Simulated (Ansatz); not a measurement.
Reaction (hydrogenolysis of the Si–Si bond): `[SiH3][SiH2][S][GeH3]` + H₂ → `[SiH3][S][GeH3]` + SiH₄

Isolated molecules relaxed with PBE0-D4/def2-TZVP in Ansatz; ΔE leaves out vibrations. CCSD(T)/CBS is the MP2 limit (def2-TZVPP, def2-QZVPP) plus CCSD(T) − MP2 in def2-TZVPP, frozen cores. This one scheme is used for every species. Functionals use def2-TZVPP. B3LYP here is the variant with VWN-RPA as its local correlation; programs differ in this. For Ge outer-core shells are correlated without core-valence functions, which leaves a few kJ/mol of doubt a bond. Scalar relativity is left out up to krypton. Each species was taken in one conformer, which may not be the lowest.

```csv
level,ΔE (kJ/mol)
PBE-D4,-2.5
B3LYP-D4,-17.0
PBE,-10.9
PBE0,-16.5
CCSD/def2-TZVPP,-27.1
MP2/def2-QZVPP,-18.0
SCS-MP2/def2-QZVPP,-26.0
CCSD/CBS(def2),-22.7
```

Q: What does CCSD(T)/CBS give? (Best estimate.)

A: Ansatz gave: -16.9 kJ/mol. The listed levels differ from it by 14.4, -0.1, 6.0, 0.4, -10.2, -1.1, -9.1, -5.8 kJ/mol.

Largest T1 diagnostic among the species: 0.012.

From PBE to PBE0 (25 % exact exchange), in def2-TZVPP and without D4, ΔE moves by −5.6 kJ/mol. The D4 term adds +13.5 kJ/mol with B3LYP and +7.8 kJ/mol with PBE0; it sums over pairs of atoms, weighted by their polarisabilities, and B3LYP, whose exchange is more repulsive, gets the larger term. In def2-TZVPP, CCSD(T) changes the Hartree–Fock value by +31.4 kJ/mol (the triples alone add +5.8 kJ/mol) and MP2 by +32.3 kJ/mol.
